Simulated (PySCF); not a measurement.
A PySCF script (with the pyscf-properties extension) for the NMR shieldings of SMILES [SiH3]SCC[C@H]1C[S][AlH][S]1, C4H11AlS3Si, on a GFN2-xTB geometry:

```python
import basis_set_exchange as bse
import numpy as np
from pyscf import gto, dft
from pyscf.prop import nmr

atoms = """
Si    3.688475    0.360870   -0.680727
S     2.842151   -0.824616    0.891077
C     1.190201   -0.073984    1.087444
C     0.248433   -0.473905   -0.036480
C    -1.143488    0.130464    0.139881
C    -1.996401   -0.163837   -1.091406
S    -3.692534    0.575335   -1.052601
Al   -3.918478    0.041369    1.068168
S    -1.901014   -0.548234    1.706761
H     3.361478    1.751578   -0.382844
H     3.102448   -0.022829   -1.963529
H     5.105875    0.065135   -0.613274
H     1.309113    1.008353    1.139840
H     0.817308   -0.438905    2.043342
H     0.171360   -1.562542   -0.065146
H     0.656054   -0.133751   -0.993026
H    -1.056847    1.212206    0.278914
H    -1.517762    0.269960   -1.970555
H    -2.094667   -1.239656   -1.241648
H    -5.176853    0.077668    1.906739
"""
names = dict.fromkeys(["Si", "S", "C", "Al", "H"], "pcSseg-1")
basis = {el: gto.basis.parse(bse.get_basis(n, elements=[el], fmt="nwchem")) for el, n in names.items()}
mol = gto.M(atom=atoms, basis=basis, charge=0, verbose=0)
mf = dft.RKS(mol, xc="PBE0")
mf.grids.level = 2
mf.grids.alignment = dft.numint.BLKSIZE   # the property module wants whole blocks of grid points
mf.conv_tol = 1e-9
mf.kernel()

calc = nmr.RKS(mf)   # GIAO
C = mf.mo_coeff
Co = C[:, mf.mo_occ > 0]
resp = mf.gen_response(singlet=True, hermi=2)
def vind(x):   # induced exchange potential for any number of trial vectors
    d = np.einsum("pi,xij,qj->xpq", C, 2 * x.reshape(-1, C.shape[1], Co.shape[1]), Co, optimize=True)
    return np.einsum("xpq,pi,qj->xij", resp(d - d.transpose(0, 2, 1)), C, Co, optimize=True).ravel()
mo1, _ = nmr.rhf.solve_mo1(calc, with_cphf=vind)
sigma = calc.kernel(mo1)
for i, s in enumerate(sigma):   # ppm
    w = np.linalg.eigvalsh((s + s.T) / 2)
    print("%2d %-2s iso %8.1f  s11 %8.1f  s22 %8.1f  s33 %8.1f" % (i, mol.atom_pure_symbol(i), w.mean(), *w))
```

**Question.** Give the expected output.

**Answer.** 
```
 0 Si iso    401.0  s11    352.4  s22    390.8  s33    459.7
 1 S  iso    677.5  s11    531.1  s22    597.9  s33    903.4
 2 C  iso    150.2  s11    129.6  s22    149.8  s33    171.0
 3 C  iso    141.4  s11    119.1  s22    133.9  s33    171.2
 4 C  iso    125.5  s11     90.5  s22    129.3  s33    156.7
 5 C  iso    141.0  s11    107.3  s22    148.2  s33    167.4
 6 S  iso    559.2  s11    495.3  s22    525.5  s33    656.8
 7 Al iso    301.7  s11    253.2  s22    312.1  s33    339.8
 8 S  iso    535.1  s11    440.8  s22    495.8  s33    668.7
 9 H  iso     27.2  s11     24.0  s22     25.3  s33     32.4
10 H  iso     27.0  s11     22.5  s22     26.1  s33     32.3
11 H  iso     27.1  s11     23.3  s22     24.5  s33     33.6
12 H  iso     29.5  s11     23.3  s22     31.8  s33     33.5
13 H  iso     28.5  s11     20.2  s22     29.8  s33     35.4
14 H  iso     30.0  s11     25.6  s22     31.3  s33     32.9
15 H  iso     29.7  s11     22.7  s22     31.0  s33     35.6
16 H  iso     28.8  s11     25.3  s22     28.0  s33     33.0
17 H  iso     28.6  s11     21.2  s22     29.7  s33     35.0
18 H  iso     29.0  s11     22.9  s22     29.9  s33     34.3
19 H  iso     26.4  s11     22.7  s22     22.9  s33     33.8
```

These numbers come from an equivalent density-fitted implementation of the same equations, which agrees with the script to about 0.01 ppm for H and up to a few tenths of a ppm for heavy atoms, so last digits may differ.

Size and cost of the density-fitted run: 243 basis functions, 120 s wall time on 1 thread of an Arm Neoverse N1, shared host; peak memory 1.1 GiB.
